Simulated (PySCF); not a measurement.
# Se (selenium, neutral) across methods

[Ar] 3d10 4s1 4p4 5s1, high-spin 5P determinant (an excited configuration). All numbers are calculated (PySCF 2.14, scalar relativity through the core potential, in aug-cc-pVTZ-PP with one added diffuse shell each of s, d, f type with ECP10MDF (7s5p5d3f, 68 functions)). The B2PLYP total includes its PT2 part (frozen core); its orbital energies are those of the SCF part.

```
   method  E (hartree)  mean ε 4p α (eV)  mean ε 4p β (eV)  mean ε 5s α (eV)  Σ⟨r²⟩ (bohr²)   ⟨S²⟩
     BP86    -372.6597           -11.990            -9.630            -2.389          67.15  6.003
      PBE    -372.5012           -11.947            -9.453            -2.263          68.39  6.003
      LDA    -371.9425           -11.948            -9.502            -2.378          66.77  6.002
   r2SCAN    -372.3848           -12.633            -9.652            -2.299          69.07  6.007
      UHF   -371.27681           -17.476           -11.863            -3.540          73.71  6.013
     PBE0    -372.4726           -13.472           -10.372            -2.663          69.00  6.004
   B2PLYP    -372.1141           -14.778           -11.094            -2.911          70.71  6.006
CAM-B3LYP    -372.4717           -14.696           -11.826            -3.225          69.18  6.003
```

(1) Estimate the same row for r2SCANh.

Energies and moments cover only the electrons outside the core potential. The outer electron is Rydberg-like, and this basis confines it to a smaller radius and binds it less than a complete one would.

## Answers

(1) E (hartree) = -372.3848; mean ε 4p α (eV) = -13.154; mean ε 4p β (eV) = -9.982; mean ε 5s α (eV) = -2.453; Σ⟨r²⟩ (bohr²) = 69.08; ⟨S²⟩ = 6.007.
